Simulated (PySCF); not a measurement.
# Assigning NMR signals

Geometry:
| atom | x (Å) | y (Å) | z (Å) |
| --- | --- | --- | --- |
| Si1 | -0.418 | -0.009 | -0.291 |
| C2 | -0.411 | 0.172 | 1.605 |
| C3 | 0.354 | -0.959 | 2.290 |
| C4 | -1.826 | 0.305 | 2.170 |
| H5 | 0.122 | 1.120 | 1.806 |
| H6 | 1.402 | -1.017 | 1.955 |
| H7 | -0.109 | -1.939 | 2.086 |
| H8 | 0.366 | -0.831 | 3.386 |
| H9 | -1.807 | 0.474 | 3.260 |
| H10 | -2.379 | 1.142 | 1.717 |
| H11 | -2.415 | -0.611 | 1.997 |
| C12 | 1.372 | -0.164 | -0.924 |
| C13 | 2.256 | 0.985 | -0.440 |
| C14 | 1.429 | -0.303 | -2.445 |
| H15 | 1.758 | -1.103 | -0.484 |
| H16 | 2.289 | 1.052 | 0.659 |
| H17 | 1.894 | 1.957 | -0.817 |
| H18 | 3.294 | 0.870 | -0.794 |
| H19 | 2.465 | -0.459 | -2.795 |
| H20 | 0.829 | -1.152 | -2.809 |
| H21 | 1.054 | 0.605 | -2.946 |
| C22 | -1.233 | 1.509 | -1.058 |
| H23 | -1.202 | 1.463 | -2.158 |
| H24 | -0.730 | 2.437 | -0.744 |
| H25 | -2.291 | 1.584 | -0.761 |
| C26 | -1.390 | -1.550 | -0.780 |
| H27 | -2.416 | -1.512 | -0.381 |
| H28 | -0.913 | -2.466 | -0.396 |
| H29 | -1.465 | -1.644 | -1.874 |

Theory: PBE0-D3(BJ)/def2-SVP structure, shieldings: GIAO PBE0/pcSseg-1, in PySCF 2.14.0 with density-fitted response routines (isolated molecule, single conformer, averaged over atoms made equivalent by symmetry, fast rotation or ring inversion, non-relativistic Hamiltonian).

Scale: ¹³C (σ = 184.41 ppm), ¹H (σ = 31.27 ppm) against TMS (reference shieldings calculated alike).

Problem. Assign these signals to the numbered atoms. ¹³C{¹H} NMR (computed): δ 18.4, 13.6, -9.2.

Solution. 
| δ (ppm) | atoms | environment | reason |
| --- | --- | --- | --- |
| 18.4 | C3/C4/C13/C14 | carbon bonded to C, 3 H | – |
| 13.6 | C2/C12 | carbon bonded to 2 C, Si, H | – |
| -9.2 | C22/C26 | carbon bonded to Si, 3 H | – |

Problem. Assign these signals to the numbered atoms. ¹H NMR (400 MHz, computed): δ 0.93 (d, 12H), 0.58 (sept, 2H), -0.10 (s, 6H).

Solution. 
| δ (ppm) | atoms | environment | reason |
| --- | --- | --- | --- |
| 0.93 | H6/H7/H8/H9/H10/H11/H16/H17/H18/H19/H20/H21 | hydrogen on a carbon bonded to C | – |
| 0.58 | H5/H15 | hydrogen on a carbon bonded to 2 C, Si | – |
| -0.10 | H23/H24/H25/H27/H28/H29 | hydrogen on a carbon bonded to Si | – |

Shifts are as computed. Against solution values, carbons near 30 ppm lie about +2 ppm off and those near 130 ppm about +5 ppm. Of 1211 compounds with measured shifts, 218 miss one by over three times the rms of a fit or turn the order of signals round; such compounds aren't used in these exercises. Multiplicities follow the n + 1 count of equivalent neighbours, as no J values were calculated; m marks all less simple cases, F and P coupling included.
